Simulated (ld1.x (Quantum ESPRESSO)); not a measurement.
# oxygen, TM: configuration errors across variants

oxygen (O), norm-conserving Troullier–Martins (Kleinman–Bylander form), made with ld1.x (Quantum ESPRESSO) 7.5 (LDA (PZ), scalar-relativistic). Core [He], reference 2s2 2p4. Waves: 2p (bound): rc 2.10 bohr; 2s (bound): rc 0.80 bohr. Local part: the s channel. Core correction: none.

All-electron excitation energies from the reference (eV): (1) 2s2 2p3 16.584; (2) 2s2 2p2 50.292; (3) 2s2 2p1 104.255; (4) 2s1 2p4 31.422; (5) 2s1 2p5 14.584; (6) 2s2 2p3.5 6.366; (7) 2s2 2p0 181.211; (8) 2s2 2p4 spin -1.409; (9) 2s2 2p3 spin 12.572.

Spin tests fill each open shell by Hund’s rule, majority spin first.

Errors AE − PS in meV (a dash: test not solved or not reliable):

```csv
change,(1),(2),(3),(4),(5),(6),(7),(8),(9),bound ghosts
base,+86,+718,+2735,-159,-4.8,+13,+7296,+2.3,+55,none
wave 2s (bound): rc 0.80 bohr becomes 2s (bound): rc 0.52 bohr,+88,+728,+2773,-154,+4.2,+13,+7397,+4.7,+65,none
wave 2s (bound): rc 0.80 bohr becomes 2s (bound): rc 0.60 bohr,+87,+721,+2747,-158,-3.0,+13,+7325,+3.0,+58,none
wave 2s (bound): rc 0.80 bohr becomes 2s (bound): rc 0.66 bohr,+86,+718,+2738,-159,-4.4,+13,+7301,+2.4,+56,none
wave 2s (bound): rc 0.80 bohr becomes 2s (bound): rc 0.76 bohr,+86,+717,+2734,-159,-4.8,+13,+7293,+2.3,+55,none
wave 2s (bound): rc 0.80 bohr becomes 2s (bound): rc 0.84 bohr,+86,+719,+2739,-160,-4.8,+13,+7303,+2.4,+56,none
wave 2s (bound): rc 0.80 bohr becomes 2s (bound): rc 0.96 bohr,+88,+727,+2763,-161,-5.0,+13,+7360,+3.3,+60,none
wave 2s (bound): rc 0.80 bohr becomes 2s (bound): rc 1.04 bohr,+89,+735,+2788,-162,-5.4,+13,+7414,+4.0,+64,none
wave 2s (bound): rc 0.80 bohr becomes 2s (bound): rc 1.20 bohr,+93,+757,+2850,-167,-7.2,+14,+7547,+5.6,+74,none
```

Give the same row for: wave 2s (bound): rc 0.80 bohr becomes 2s (bound): rc 1.12 bohr.

+91, +747, +2821, -165, -6.3, +14, +7487, +4.9, +70; bound ghosts: none.
